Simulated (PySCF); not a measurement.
Species: C3H4FNOSi.
Atom-mapped SMILES: `[N:1]#[C:2][SiH2:3][O:4]/[CH:5]=[CH:6]\[F:7]` (hydrogens: H8, H9 on Si3; H10 on C5; H11 on C6)

A GFN2-xTB structure was refined with PBE0-D3(BJ)/def2-SVP geometry optimisation, gas phase in PySCF. Its GFN2-xTB values:

| coordinate | GFN2-xTB |
| --- | --- |
| N1≡C2 | 1.123 Å |
| C2–Si3 | 1.870 Å |
| Si3–O4 | 1.672 Å |
| Si3–H8 | 1.423 Å |
| O4–C5 | 1.300 Å |
| C5=C6 | 1.335 Å |
| C5–H10 | 1.064 Å |
| C6–F7 | 1.342 Å |
| C6–H11 | 1.070 Å |
| N1–C2–Si3 | 178.9° |
| C2–Si3–O4 | 109.0° |
| Si3–O4–C5 | 135.5° |
| O4–C5–C6 | 125.9° |
| C5–C6–F7 | 122.3° |
| C2–Si3–O4–C5 | 62° |
| Si3–O4–C5–C6 | 5° |
| O4–C5–C6–F7 | 1° |

Task: How do these coordinates change at the PBE0-D3(BJ)/def2-SVP level?

Result: 
```tsv
coordinate	PBE0-D3(BJ)/def2-SVP (Å or °)	change
Si3–H8	1.480	+0.057
O4–C5	1.348	+0.048
N1≡C2	1.159	+0.036
C5–H10	1.092	+0.028
C6–H11	1.090	+0.020
C2–Si3	1.860	-0.010
Si3–O4	1.669	-0.003
C5=C6	1.332	-0.003
C6–F7	1.340	-0.002
Si3–O4–C5	131.5	-4.0
C5–C6–F7	121.0	-1.3
C2–Si3–O4	109.2	+0.2
O4–C5–C6	125.8	-0.1
N1–C2–Si3	179.0	+0.1
C2–Si3–O4–C5	59	-3
Si3–O4–C5–C6	7	+2
O4–C5–C6–F7	0	-1
```

The energy falls by 24.9 kJ/mol over 8 energy and gradient evaluations, the largest force component goes from 0.1028 to 3.5e-04 Eh/bohr, and the atoms move by 0.084 Å rms after alignment. The bond that changes most is Si3–H8 (oxygen-bound silicon to Si–H hydrogen), which lengthens by 0.057 Å. Bonds longer at the end by more than 0.005 Å: 5 of 10; shorter: 1. Rotational constants go from 3079, 1724, 1327 to 3030, 1789, 1360 MHz.

The run used 122 basis functions and 60 SCF cycles in all.

PBE0-D3(BJ)/def2-SVP frequencies: not computed here. The numbers are those of one conformer.

Shape of the structure used: `[N:1]#[C:2][SiH2:3][O:4]/[CH:5]=[CH:6]\[F:7]`: C2–Si3–O4–C5 59°, Si3–O4–C5–C6 7°.
